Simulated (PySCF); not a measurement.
Cartesian coordinates in Å; atom numbers follow the order of the lines, from 1:
```xyz
14

C    -0.087    1.655    0.253
C     1.168    1.169    0.286
Si    1.623   -0.634    0.060
C     0.091   -1.649   -0.297
C    -1.165   -1.162   -0.330
Si   -1.627    0.627   -0.026
H    -0.227    2.737    0.399
H     1.993    1.877    0.457
H     2.609   -0.779   -1.058
H     2.303   -1.150    1.292
H     0.235   -2.722   -0.495
H    -1.985   -1.861   -0.553
H    -2.398    1.164   -1.193
H    -2.534    0.728    1.162
```

Method: shieldings: GIAO B97-2/pcSseg-2, geometry from PBE0-D3(BJ)/def2-SVP, in PySCF 2.14 (no solvent model, fast rotation and ring inversion assumed for equivalent nuclei, one conformer, no relativistic terms).

Referencing at the same level of theory: ¹³C (183.46 ppm) and ¹H (31.36 ppm) and ²⁹Si (347.59 ppm) against TMS.

```json
{"atoms": "H7/H8/H11/H12", "nucleus": "¹H", "count": "4", "δ (ppm)": "7.36"}
{"atoms": "C1/C2/C4/C5", "nucleus": "¹³C", "count": "4", "δ (ppm)": "?"}
{"atoms": "H9/H10/H13/H14", "nucleus": "¹H", "count": "4", "δ (ppm)": "4.50"}
{"atoms": "Si3/Si6", "nucleus": "²⁹Si", "count": "2", "δ (ppm)": "?"}
```

Complete the table.

## Answers


- C1/C2/C4/C5: 155.7 ppm, alkene CH; an sp2 carbon of a C=C bond
- Si3/Si6: -72.4 ppm, silicon bonded to 2 C, 2 H, in a 6-membered ring

Shifts are as computed. Against solution values, carbons near 30 ppm lie about +4 ppm off and those near 130 ppm about +7 ppm. Of 1211 compounds with measured shifts, 218 miss one by over three times the rms of a fit or turn the order of signals round; such compounds aren't used in these exercises.
